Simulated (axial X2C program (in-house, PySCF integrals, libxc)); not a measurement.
**LiRh⁺: from the spin-free to the two-component result**

Calculated with an in-house all-electron X2C program for linear molecules (integrals from PySCF). Spin-free means the one-electron spin-free X2C Hamiltonian; two-component (2c) means X2C with spin–orbit coupling and atomic mean-field two-electron Coulomb and Gaunt terms, so the difference of the two also holds small scalar two-electron terms. Basis: Rh dyall-cv3z [12s12p8d5f3g], Li dyall-cv3z [7s8p2d] (cores contracted in-house); Gaussian nuclei, density fitting, unrestricted open shells. Masses: Rh 102.906 u, Li 7.016 u.

Spin-free state: M_S = 3/2, Λ = 3 (beyond evenly filled blocks: σα, π+α, π+β, π-α, δ+α, δ+β, δ-α); fragments Rh + Li+.

```json
{"level": "PBE0", "Re (Å)": "2.728", "ωe (cm⁻¹)": "248.4", "De (eV)": "0.683", "μ (D)": "7.83"}
{"level": "HF", "Re (Å)": "2.921", "ωe (cm⁻¹)": "212.3", "De (eV)": "0.845", "μ (D)": "7.72"}
{"level": "MP2", "Re (Å)": "2.731", "ωe (cm⁻¹)": "250.3", "De (eV)": "0.681", "μ (D)": "n/a"}
{"level": "CCSD", "Re (Å)": "2.762", "ωe (cm⁻¹)": "245.0", "De (eV)": "0.746", "μ (D)": "n/a"}
{"level": "CCSD(T)", "Re (Å)": "2.749", "ωe (cm⁻¹)": "250.2", "De (eV)": "0.739", "μ (D)": "n/a"}
{"level": "B97-3", "Re (Å)": "2.769", "ωe (cm⁻¹)": "236.6", "De (eV)": "0.668", "μ (D)": "8.07"}
```

Correlated methods: 9 electrons correlated (number of frozen shells: Rh 4 s, 3 p, 1 d; Li 1 s), 255 virtual spin orbitals or spinors in MP2, 90 natural virtuals in coupled cluster.

Dipoles are positive if Li is the positive end and refer to the centre of mass.

Two-component determinant lowest at the distance of the search:

Ω = 9/2 (⟨Sz⟩ = 1.50, ⟨Lz⟩ = 3.00 at HF); fragments Rh + Li+.

```json
{"level": "PBE0", "Re (Å)": "2.727", "ωe (cm⁻¹)": "248.7", "μ (D)": "7.83"}
{"level": "HF", "Re (Å)": "2.920", "ωe (cm⁻¹)": "212.5", "μ (D)": "7.72"}
{"level": "MP2", "Re (Å)": "2.730", "ωe (cm⁻¹)": "250.5", "μ (D)": "n/a"}
{"level": "CCSD", "Re (Å)": "2.762", "ωe (cm⁻¹)": "244.9", "μ (D)": "n/a"}
{"level": "CCSD(T)", "Re (Å)": "2.748", "ωe (cm⁻¹)": "249.9", "μ (D)": "n/a"}
{"level": "B97-3", "Re (Å)": "2.768", "ωe (cm⁻¹)": "236.9", "μ (D)": "8.06"}
```

Problem. From the two tables, how do the constants change at the CCSD(T) level (2c against spin-free)?

Solution. At the CCSD(T) level Re is unchanged within 0.001 Å and ωe drops by 0.3 cm⁻¹.

De is counted from the lowest determinant-based energies of the atoms at the same level, without counterpoise correction. De is not given where an atomic determinant may have missed its ground term or J level, or where the truncated virtual space spoils (T). Density functionals use the spin component along the axis (collinear). CCSD and (T) use frozen natural virtuals with an MP2 correction for the truncation; (T) itself is uncorrected, so its De runs slightly low. Without a current term, density functionals place determinants with orbital angular momentum somewhat too high. The atomic limit has a lower orbital projection than the molecule and lies lower at mean-field level, so De may be about a tenth of an eV too small. The state is one determinant with fixed occupations, lowest in a PBE0 search at one distance only: followed along the bond, the spin-free determinant M_S = 3/2, Λ = 2 reaches 0.02 eV lower at PBE0, at Re = 2.874 Å, so the state shown is not the lowest. With several unpaired electrons one determinant need not be a pure state. A state of lower Ω lies just above, and one determinant can place such states too high, so the state shown need not be the lowest. The search has Ω = 7/2 only 0.07 eV up.
